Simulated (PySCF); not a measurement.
BrPb, charge +1, multiplicity 1. Atoms are numbered in the order given.

```xyz
2

Pb     0.0000     0.0000    -0.7513
Br     0.0000     0.0000     1.7602
```
Charge +1, spin multiplicity 1.

Coordinates come from a B3LYP-D3(BJ)/def2-TZVP optimisation. The spin state was assumed, not searched. The def2 effective core potentials stand for the cores of Pb; spin–orbit coupling is left out.

The numbers are results of IEF-PCM-PBE0/def2-SVP (PySCF), not measurements.

The values are the electrostatic part of the solvation free energy, E(continuum) − E(gas) at the gas-phase geometry, in a cavity of scaled van der Waals radii (PySCF's table); cavitation and dispersion terms are not included. A continuum can't describe solvent molecules that bind to the metal. In vacuum the orbital gap is 5.13 eV.

| solvent | ε | ΔG(elec) (kcal/mol) | gap (eV) |
|---|---|---|---|
| water | 78.36 | -71.7 | 5.84 |
| ethylethanoate | 5.99 | -59.4 | 5.65 |
| chlorobenzene | 5.70 | -58.7 | 5.64 |
